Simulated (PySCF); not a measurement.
A calculated (wB97X-V, PySCF 2.14, x2c-QZVPPall, the spin-free X2C one-electron Hamiltonian (Gaussian nucleus)) atom or ion has these occupied shells.

| shell | electrons | orbital energy (eV) | rms radius, mean of both spins (bohr) |
| --- | --- | --- | --- |
| 1s α | 1 | -5416.3 | 0.0768 |
| 1s β | 1 | -5416.3 | 0.0768 |
| 2s α | 1 | -641.38 | 0.334 |
| 2s β | 1 | -640.53 | 0.334 |
| 2p α | 3 | -539.57 | 0.304 |
| 2p β | 3 | -538.83 | 0.304 |
| 3s α | 1 | -102.28 | 1.01 |
| 3s β | 1 | -99.904 | 1.01 |
| 3p α | 3 | -74.541 | 1.08 |
| 3p β | 3 | -71.950 | 1.08 |
| 3d α | 2 | -33.955 | 1.33 |
| 4p α | 1 | -18.330 | 3.31 |

(1) Name the element and its charge.

Answers

(1) V²⁺ (vanadium, charge +2), in [Ar] 3d2 4p1, one real determinant (an excited configuration).
